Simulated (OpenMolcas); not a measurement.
Cr3+, Mo3+, W3+: d3 down the group

- Program: OpenMolcas 26.06
- Method: MS-RASPT2, IPEA 0.25 Eh, imaginary shift 0.1 Eh
- Basis: ANO-RCC-VQZP
- Scalar Hamiltonian: DKH2, point nucleus
- Spin-orbit coupling: state interaction with AMFI integrals over the reference wave functions, term energies averaged over their components

Active space for each ion: 9 electrons in 8 orbitals (RAS1 p, at most 2 holes; RAS2 d); closed shells correlated by CASPT2: Cr3+ 3s; Mo3+ 4s; W3+ 5s.

Computed levels in cm-1 above 4F 3/2:

```json
{"Level": "4F 5/2", "Cr3+": "258", "Mo3+": "793", "W3+": "3940"}
{"Level": "4F 7/2", "Cr3+": "609", "Mo3+": "1790", "W3+": "7340"}
{"Level": "4F 9/2", "Cr3+": "1044", "Mo3+": "2920", "W3+": "9900"}
{"Level": "4P 1/2", "Cr3+": "14580", "Mo3+": "10700", "W3+": "19090"}
{"Level": "4P 3/2", "Cr3+": "14690", "Mo3+": "10630", "W3+": "19890"}
{"Level": "4P 5/2", "Cr3+": "15000", "Mo3+": "12030", "W3+": "18300"}
{"Level": "2G 7/2", "Cr3+": "15050", "Mo3+": "11810", "W3+": "16150"}
{"Level": "2G 9/2", "Cr3+": "15420", "Mo3+": "12530", "W3+": "25620"}
{"Level": "2P 1/2", "Cr3+": "19580", "Mo3+": "14270", "W3+": "11760"}
{"Level": "weight of 4F in the lowest level (%)", "Cr3+": "100", "Mo3+": "99", "W3+": "85"}
```

Mixed levels, with the weight of the term that names them: W3+ 4F 9/2 (69 %), W3+ 4P 1/2 (51 %), W3+ 4P 3/2 (51 %), W3+ 2G 9/2 (53 %), W3+ 2P 1/2 (51 %).

Measured, with the error of the calculation in %. Measured levels: Cr3+ from Sugar and Corliss, J. Phys. Chem. Ref. Data 6, 317 (1977); Mo3+ from Sugar and Musgrove, J. Phys. Chem. Ref. Data 17, 155 (1988); W3+ from the list in J. Phys. B 45, 035001 (2012).

```tsv
Level	Cr3+	Mo3+	W3+
4F 5/2	236 (+9.3)	778 (+2.0)	3537 (+11.2)
4F 7/2	556 (+9.6)	1760 (+1.7)	6745 (+8.9)
4F 9/2	946 (+10.5)	2865 (+1.8)	9256 (+6.9)
4P 1/2	14059 (+3.7)	10338 (+3.5)	
4P 3/2	14177 (+3.6)	10331 (+2.9)	
4P 5/2	14471 (+3.7)	11612 (+3.6)	17190 (+6.4)
2G 7/2	15052 (0)	11580 (+2.0)	15261 (+5.8)
2G 9/2	15402 (+0.1)	12311 (+1.8)	
2P 1/2	19519 (+0.3)	14348 (-0.6)
```

The fine-structure level 4F 9/2 changes by a factor of 9.48 from Cr3+ to W3+.

Without spin-orbit coupling 4P lies 14250, 9870, 9680 cm-1 above 4F in that order; the difference to the level 4P 1/2, of either sign, comes from spin-orbit coupling, which also lowers the zero.

CASPT2 does not keep the components of a term degenerate, so their means are used; among the terms shown or strongly mixed into the levels shown the widest spread is 1600 cm-1 (3d3 4F, Cr3+). Over all roots computed the reference weight is 0.91 to 0.96 in W3+; the roots of lowest weight are the least certain, and an intruder state may touch them. Active for correlation alone: 3p; no level in the range computed is led by a configuration that opens it, so any true level of that kind is missing (holds for Cr3+). Active for correlation alone: 4p; no level in the range computed is led by a configuration that opens it, so any true level of that kind is missing (holds for Mo3+). Active for correlation alone: 5p; no level in the range computed is led by a configuration that opens it, so any true level of that kind is missing (holds for W3+). The CASPT2 spread within a term exceeds the gap to the next term for 5d3 4P and 5d3 2G, 5d3 2H and 5d3 2D(1), so the order of their levels is uncertain (holds for W3+). Measured partners are found by configuration, term and J. A level has none where our copy of the source lacks it or the pairing is in doubt (some pairs that miss far off the trend of their configuration count as doubtful), and it then counts in no deviation. Levels of configurations outside the active space are missing.

A number in round brackets counts repeated terms of one configuration in the order of the reference energies.
